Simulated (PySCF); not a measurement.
EPR parameters of CH10NSSi3

Species: CH10NSSi3 (doublet state).
Cartesian coordinates in Å at the GFN2-xTB level; atoms count from 1:
```xyz
16
CH10NSSi3 angstrom
C      3.412    0.199    0.603
S      1.819    1.072    0.464
Si     0.541   -0.661    0.379
N     -1.093   -0.173    0.069
Si    -2.349   -1.342    0.371
Si    -1.456    1.453   -0.476
H      4.157    0.943    0.862
H      3.660   -0.259   -0.349
H      3.351   -0.556    1.380
H      0.606   -1.268    1.717
H     -2.913   -1.120    1.703
H     -1.693   -2.644    0.298
H     -3.373   -1.203   -0.657
H     -2.887    1.477   -0.759
H     -0.666    1.704   -1.679
H     -1.121    2.386    0.598
```

The hyperfine couplings belong to this conformer and change with its torsions.

The species is `CS[SiH]N([SiH3])[SiH3]` [radical].

Method used: UKS B3LYP, pcH-1 on C H N S Si, non-relativistic, mean-field spin-orbit, GIAO (PySCF 2.14.0). Isolated species at its GFN2-xTB geometry (one conformer only). Couplings are sensitive to structure, and on GFN2-xTB geometries they can be far from those on DFT ones, by a factor of two or more for some ions and for spin on atoms past the first row. No stability test was run, so a lower SCF solution isn't excluded.

* g1, g2, g3: 2.00173, 2.00319, 2.00978
* g_iso: 2.00490
* Form of g: rhombic: the two nearest values differ by 18 % of g3 − g1
* ⟨S²⟩: 0.7522 (exact 0.7500)
* α and β electrons: 41, 40
* HOMO–LUMO gap, α and β orbitals: 4.70, 4.12 eV

Hyperfine couplings atom by atom, in 10⁻⁴ cm⁻¹; T1 to T3 are the principal values of the dipolar part (1 × 10⁻⁴ cm⁻¹ = 2.998 MHz):

| atom | isotope | a_iso | of which spin–orbit | T1 | T2 | T3 | Mulliken spin population |
| --- | --- | --- | --- | --- | --- | --- | --- |
| C1 | 13C | 2.8 | 0.0 | -0.3 | 0.0 | 0.3 | 0.00 |
| S2 | 33S | 1.7 | 0.0 | -5.6 | -5.1 | 10.7 | 0.12 |
| Si3 | 29Si | -208.9 | 0.2 | -42.4 | 20.6 | 21.8 | 0.70 |
| N4 | 14N | 4.4 | 0.0 | -1.7 | -1.7 | 3.4 | 0.08 |
| Si5 | 29Si | 0.5 | 0.0 | -0.4 | 0.2 | 0.3 | 0.00 |
| Si6 | 29Si | 0.7 | 0.0 | -0.4 | 0.1 | 0.3 | 0.00 |
| H7 | 1H | -0.4 | 0.0 | -0.5 | -0.3 | 0.9 | 0.00 |
| H8 | 1H | 1.1 | 0.0 | -0.9 | -0.5 | 1.4 | 0.01 |
| H9 | 1H | 0.5 | 0.0 | -0.8 | -0.4 | 1.2 | 0.00 |
| H10 | 1H | 61.5 | 0.0 | -2.0 | -0.1 | 2.1 | 0.09 |
| H11 | 1H | 0.3 | 0.0 | -0.4 | -0.3 | 0.7 | 0.00 |
| H12 | 1H | -0.3 | 0.0 | -0.8 | -0.6 | 1.5 | 0.00 |
| H13 | 1H | 0.0 | 0.0 | -0.4 | -0.3 | 0.7 | 0.00 |
| H14 | 1H | 0.9 | 0.0 | -0.4 | -0.3 | 0.7 | 0.00 |
| H15 | 1H | 2.8 | 0.0 | -0.5 | -0.4 | 0.9 | 0.01 |
| H16 | 1H | 1.1 | 0.0 | -0.4 | -0.3 | 0.7 | 0.00 |

Largest spin populations (Mulliken): Si3 (+0.70), S2 (+0.12), H10 (+0.09) and N4 (+0.08). No atom but Si3 exceeds +0.15. The angles at Si3 add up to 324.2°, so it is pyramidal.

Axes: g2 points within 12° of the S2–Si3 bond and g3 points within 8° of the C1–S2 bond.

Under fast tumbling the dipolar parts average out, and these isotropic splittings remain: 1 × 1H (H10, I = 1/2, 2 lines) with 6.57 mT, 1 × 14N (N4, I = 1, 3 lines) with 0.47 mT, 3 × 1H (H14/H15/H16, I = 1/2, 4 lines) with 0.17 mT and 3 × 1H (H7/H8/H9, I = 1/2, 4 lines) with 0.04 mT.

Means are taken over nuclei equivalent by connectivity, which assumes that they swap fast. Si5 and Si6, with what hangs on them, aren't averaged: N4 is flat or nearly so (angle sum 360°), and its turn about the short N4–Si3 bond (1.73 Å) is taken as slow. The three 1H nuclei of mean +4.8 MHz run from 2.7 to 8.3 MHz in the frozen geometry.

The 13C coupling of C1 (8.4 MHz) shows only in satellite lines or after enrichment, since that isotope makes up about 1.07 % of natural carbon.

The 29Si coupling of Si3 (-626.2 MHz) shows only in satellite lines or after enrichment, since that isotope makes up about 4.7 % of natural silicon.
